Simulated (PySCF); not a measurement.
From one molecule to another.

First species: C8H8SSi.
Structure used (PBE0-D3(BJ)/def2-SVP), in Å, numbered top down from 1:
```xyz
18
C8H8SSi angstrom
C     -2.3990    0.5896   -1.1990
C     -2.9352    0.3464    0.0192
Si    -1.5012    0.0605    1.1803
C     -0.2194    0.3137   -0.1885
C      1.2150    0.2484   -0.0675
C      1.9544   -0.0275    1.0682
C      3.3550   -0.0154    0.8488
C      3.6764    0.2711   -0.4534
S      2.2797    0.5253   -1.4166
C     -0.9347    0.5729   -1.3173
H     -3.0043    0.7956   -2.0890
H     -4.0119    0.3400    0.1963
H     -1.3828    1.0634    2.2824
H     -1.4493   -1.3067    1.7825
H      1.4887   -0.2339    2.0338
H      4.0991   -0.2100    1.6219
H      4.6675    0.3465   -0.8988
H     -0.4653    0.7648   -2.2892
```

Second species: C3H5AlO2.
SMILES: `C1=C[O][AlH2-][O+]=C1`

Levels: CAM-B3LYP/def2-SVPD for dipole moment, HOMO energy, LUMO energy, HOMO–LUMO gap, static isotropic polarisability and electronic spatial extent ⟨r²⟩ about the centre of nuclear charge; TDDFT CAM-B3LYP/def2-SVPD for lowest singlet excitation; TDA CAM-B3LYP/def2-SVPD for lowest triplet excitation (Tamm–Dancoff); ΔSCF CAM-B3LYP/def2-SVPD for vertical ionisation energy and vertical electron affinity; PBE0-D3(BJ)/def2-SVP for rotational constant A and rotational constant C. Geometries: PBE0-D3(BJ)/def2-SVP. Each species is one conformer at its optimised geometry, gas phase, non-relativistic unless stated; the electronic structure was computed with PySCF and density fitting.

Dipoles, sizes and rotational constants follow the conformer. The torsions of the flexible species, by atom-mapped SMILES:
- `[CH:1]1=[CH:2][SiH2:3][C:4]([c:5]2[cH:6][cH:7][cH:8][s:9]2)=[CH:10]1`: Si3–C4–C5–C6 1°

Values for the first species:

```
Dipole moment                                                     : 0.17 D
HOMO energy                                                       : -7.07 eV
LUMO energy                                                       : -1.00 eV
HOMO–LUMO gap                                                     : 6.07 eV
Lowest singlet excitation                                         : 3.50 eV
Lowest triplet excitation (Tamm–Dancoff)                          : 2.02 eV
Static isotropic polarisability                                   : 143.3 au
Vertical ionisation energy                                        : 7.57 eV
Vertical electron affinity                                        : 0.51 eV
Electronic spatial extent ⟨r²⟩ about the centre of nuclear charge : 2145 bohr²
Rotational constant A                                             : 2.570 GHz
Rotational constant C                                             : 0.502 GHz
```

Estimate the same properties for the second species, and the change in each.

```csv
property,first,second,second less first
dipole moment,0.17 D,4.39 D,+4.22 D
HOMO energy,-7.07 eV,-8.66 eV,-1.59 eV
LUMO energy,-1.00 eV,-1.43 eV,-0.43 eV
HOMO–LUMO gap,6.07 eV,7.23 eV,+1.16 eV
lowest singlet excitation,3.50 eV,4.33 eV,+0.83 eV
lowest triplet excitation (Tamm–Dancoff),2.02 eV,2.88 eV,+0.86 eV
static isotropic polarisability,143.3 au,68.5 au,-74.8 au
vertical ionisation energy,7.57 eV,9.50 eV,+1.93 eV
vertical electron affinity,0.51 eV,0.69 eV,+0.18 eV
electronic spatial extent ⟨r²⟩ about the centre of nuclear charge,2145 bohr²,614 bohr²,-1531 bohr²
rotational constant A,2.570 GHz,4.687 GHz,+2.117 GHz
rotational constant C,0.502 GHz,2.006 GHz,+1.504 GHz
```

On the first: No computed singlet falls in the visible range (750 to 380 nm, 1.65 to 3.26 eV); S1 lies 0.24 eV above its blue end. The principal polarisabilities are 83.1, 142.8 and 204.0 au; their mean is the isotropic value.

On the second: The principal polarisabilities are 52.4, 75.2 and 77.9 au; their mean is the isotropic value. No computed singlet falls in the visible range (750 to 380 nm, 1.65 to 3.26 eV); S1 lies 1.07 eV above its blue end.
